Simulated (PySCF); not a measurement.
C4H7NSi, SMILES C(C(=C)[SiH2]N)#C.

Geometry: B3LYP-D3(BJ)/def2-SVP. The structure was generated by enumeration, and PubChem lists no compound with its InChIKey, so it may never have been made. Other conformers were not sampled.

Calculation: B3LYP-D3(BJ)/def2-SVP (PySCF).

Frequencies are harmonic and unscaled.

```tsv
mode	ν (cm⁻¹)	IR (km/mol)	moving atoms (share of kinetic energy)
1	54	1.7	N 31 %, H 31 %, C 28 %, Si 11 %
2	111	2.0	C 44 %, H 26 %, N 19 %, Si 11 %
3	169	4.0	H 43 %, C 30 %, N 16 %, Si 12 %
4	205	18.8	H 74 %, C 17 %
5	273	7.3	C 63 %, H 29 %
6	300	9.4	C 59 %, H 28 %
7	429	173.3	H 65 %, N 24 %, C 9 %
8	459	46.6	C 51 %, H 34 %, Si 14 %
9	527	77.1	C 43 %, H 28 %, Si 23 %
10	558	23.6	H 64 %, C 26 %, Si 10 %
11	635	3.0	C 71 %, H 21 %
12	672	31.4	H 78 %, C 22 %
13	680	33.2	H 77 %, C 23 %
14	753	2.5	H 70 %, C 29 %
15	772	6.9	H 90 %
16	845	19.1	N 48 %, H 28 %, Si 23 %
17	907	210.1	H 79 %, Si 13 %
18	915	136.6	H 85 %
19	926	96.3	H 79 %, Si 11 %
20	937	9.6	H 52 %, C 46 %
21	964	29.9	H 72 %, C 28 %
22	1199	7.6	C 69 %, H 30 %
23	1419	9.7	H 82 %, C 18 %
24	1550	35.7	H 90 %, N 10 %
25	1647	2.3	C 86 %, H 14 %
26	2192	7.0	C 91 %, H 9 %
27	2222	116.9	H 97 %
28	2235	120.2	H 96 %
29	3124	7.6	H 95 %
30	3223	4.0	H 89 %, C 11 %
31	3471	81.9	H 86 %, C 14 %
32	3559	23.7	H 96 %
33	3649	24.1	H 91 %, N 9 %
```
